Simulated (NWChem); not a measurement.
CH4Zn; SMILES [ZnH][CH3]

Results from NWChem. All runs use the structure optimised with PBE-D3(BJ)/def2-SVP. Ions are spin-unrestricted doublets at the neutral geometry. Hybrids' shares of exact exchange are those that their runs print; pure functionals count as 0. The functionals differ in more than this share.

```csv
row,share of exact exchange,ΔSCF ionisation energy minus −ε(HOMO) (eV)
PBE/def2-SVPD,0.00,3.36
B3LYP/def2-SVPD,0.20,withheld
BHandHLYP/def2-SVPD,0.50,1.20
Hartree-Fock/def2-SVPD,1.00,-1.36
```

Task: Fit a straight line of the last column on the one before it, predict the withheld value, and compare with the run.

Result: 
1. Means of the 3 shown rows: x = 0.500, y = 1.067. Slope Σ(x − x̄)(y − ȳ)/Σ(x − x̄)² = -2.360/0.5000 = -4.720; intercept 3.427.
2. The shown rows scatter about the line by 0.094 (root mean square); the largest residual is +0.13, at BHandHLYP/def2-SVPD.
3. At x = 0.20 (B3LYP/def2-SVPD; inside the shown range) the line gives 2.48.
4. The run gives 2.53, +0.05 from the line, 0.5 times the scatter. The line crosses zero at a share of 0.73.
